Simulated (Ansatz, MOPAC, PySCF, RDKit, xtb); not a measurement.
Noncovalent pair: SiH4 (SMILES [SiH4]) (first 5 atoms) with Si2H6 (SMILES [SiH3][SiH3]); geometry from B3LYP-D3(BJ)/def2-TZVP, rigid monomers moved along the line of their centres of mass till Si1···H11 is 4.29 Å.
(charge 0, multiplicity 1):
```xyz
13

Si    -0.09560     0.11066    -0.15922
H     -0.20769    -1.14788     0.61127
H     -1.44792     0.59387    -0.51598
H      0.68626    -0.13496    -1.39233
H      0.59194     1.12906     0.66523
Si     0.95487    -0.94089     5.06992
Si    -0.73189     0.68799     5.04805
H      0.36707    -2.29010     4.88853
H      1.66410    -0.90434     6.37264
H      1.94064    -0.70091     3.99010
H     -1.57700     0.56274     3.83632
H     -0.13902     2.04683     5.07184
H     -1.60093     0.52787     6.23975
```

Counterpoise-corrected where a basis set is named; no monomer relaxation. Rows marked so take none. RDKit's UFF carries no charges.

Rows in 3-21G, 6-31G* carry no dispersion term and start afresh at each structure (6-31G* with six Cartesian d functions). The state that AM1, PM3 reach isn't checked.

Run with Ansatz (Gaussian basis) for Hartree–Fock, density functionals and correlated methods; MOPAC for AM1, PM3 (differences of heats of formation); PySCF for 3-21G rows, 6-31G* rows, the dispersion terms; RDKit for the force fields; xtb for the GFN methods. Values without a source in brackets are computed.

```tsv
level	interaction energy (kcal/mol)
UFF	-0.81
GFN-FF	-0.66
AM1	-0.01
PM3	0.05
HF/6-31G* (no counterpoise)	-0.14
HF/aug-cc-pV(D+d)Z	0.01
PBE-D3(BJ)/def2-TZVPPD	-0.78
r2SCAN-D3(BJ)/def2-TZVPPD	?
B3LYP/3-21G (no counterpoise)	-0.11
```

Question: Some entries are withheld; supply them.

Answer: 
- r2SCAN-D3(BJ)/def2-TZVPPD, interaction energy (kcal/mol): -0.57

Ansatz is a quantum-chemistry and plane-wave program.
